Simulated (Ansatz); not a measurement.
Cartesian coordinates (Å):
```xyz
6

F      2.4584     0.0596     0.2685
B      1.3735     0.3221    -0.4212
Si    -0.5763    -0.0506     0.0098
H     -1.0852    -0.8809    -1.1262
H     -1.2582     1.2805    -0.0377
H     -0.9121    -0.7307     1.3068
```
Charge 0, spin multiplicity 2.

Computed with frozen-core CCSD(T)/cc-pVTZ // PBE-D3(BJ)/def2-TZVP run with Ansatz (a program for electronic structure).

```json
{
 "HF energy": "-414.83914 Ha",
 "MP2 correlation energy": "-0.44827 Ha"
}
```

Estimate the CCSD correlation energy, the (T) correction, the total energy and the T1 diagnostic.


```yaml
CCSD correlation energy: -0.48105 Ha
"(T) correction": -0.01556 Ha
CCSD(T) total energy: -415.33575 Ha
T1 diagnostic: 0.017
```
